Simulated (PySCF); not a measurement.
TDDFT excited states: C3H11FOSi2

Species: C₃H₁₁FOSi₂.
SMILES: `CO[Si@@H](F)CC[SiH3]`

Computed with TDDFT CAM-B3LYP/def2-SVPD, vertical, gas phase, core orbitals frozen in the response (PySCF 2.14.0, density-fitted response routines). One conformer (not necessarily the lowest) at the GFN2-xTB geometry, without solvent, vibrations or thermal averaging. Torsions of this conformer, `[CH3:1][O:2][Si@@H:3]([F:4])[CH2:5][CH2:6][SiH3:7]`: C1–O2–Si3–F4 57°, O2–Si3–C5–C6 -63°, Si3–C5–C6–Si7 179°.

Task: Predict the UV-vis stick spectrum at this level.

Result: 

```json
{"state": "S1", "E (eV)": "7.50", "E (kJ/mol)": "723", "λ (nm)": "165.4", "f": "0.025", "main configurations (H = HOMO, L = LUMO)": "H→L (82%), H→L+2 (9%)"}
{"state": "S2", "E (eV)": "7.98", "E (kJ/mol)": "770", "λ (nm)": "155.5", "f": "0.084", "main configurations (H = HOMO, L = LUMO)": "H→L+3 (29%), H→L+2 (29%), H→L+1 (22%)"}
{"state": "S3", "E (eV)": "8.01", "E (kJ/mol)": "773", "λ (nm)": "154.7", "f": "0.054", "main configurations (H = HOMO, L = LUMO)": "H→L+4 (24%), H-1→L (19%), H→L+1 (16%)"}
{"state": "S4", "E (eV)": "8.21", "E (kJ/mol)": "793", "λ (nm)": "150.9", "f": "0.065", "main configurations (H = HOMO, L = LUMO)": "H→L+4 (30%), H-1→L (28%), H-1→L+1 (14%)"}
{"state": "S5", "E (eV)": "8.38", "E (kJ/mol)": "809", "λ (nm)": "147.9", "f": "0.033", "main configurations (H = HOMO, L = LUMO)": "H→L+3 (32%), H→L+5 (22%), H→L+6 (13%)"}
{"state": "S6", "E (eV)": "8.54", "E (kJ/mol)": "824", "λ (nm)": "145.2", "f": "0.018", "main configurations (H = HOMO, L = LUMO)": "H-2→L (27%), H→L+4 (18%), H→L+2 (11%)"}
{"state": "S7", "E (eV)": "8.65", "E (kJ/mol)": "835", "λ (nm)": "143.3", "f": "0.138", "main configurations (H = HOMO, L = LUMO)": "H-1→L+3 (17%), H-1→L+2 (15%), H→L+5 (15%)"}
{"state": "S8", "E (eV)": "8.68", "E (kJ/mol)": "837", "λ (nm)": "142.9", "f": "0.019", "main configurations (H = HOMO, L = LUMO)": "H→L+7 (59%), H-3→L (8%)"}
```

Triplets (Tamm–Dancoff): T1 7.18 eV, H→L (68%), H→L+2 (19%); T2 7.63 eV, H→L+3 (31%), H→L+1 (27%), H→L+2 (15%); T3 7.71 eV, H→L+4 (32%), H→L+1 (10%).

The lowest singlet lies at 7.50 eV (165 nm, vacuum ultraviolet) and is weak; its leading configuration is HOMO→LUMO (82%). The strongest level in the table is S7 at 8.65 eV (143 nm, f = 0.138). Löwdin shares by element: HOMO carbon 44% or more, silicon 29% (atoms not listed hold the other 28%); LUMO silicon 37%, carbon 16% or more (atoms not listed hold the other 47%). The oscillator strengths of these states sum to 0.436; summed over the whole spectrum of an exact calculation they would give the number of electrons, 74 (Thomas–Reiche–Kuhn). Of the 8 states listed, 8 reach f = 0.01 and none stays under 0.0005. The listed states span 1.18 eV, and the widest gap between neighbours is 0.48 eV (S1 to S2). Singlets were solved by full linear response, triplets in the Tamm–Dancoff approximation.

Hardware: an Intel Xeon at 2.50 GHz with one thread, no GPU, shared host. Cost: 2.7 min of wall time, 1.1 GiB resident at most.

Without π bonds the low states are Rydberg-like; a valence basis with one diffuse set may place them up to an eV too high.
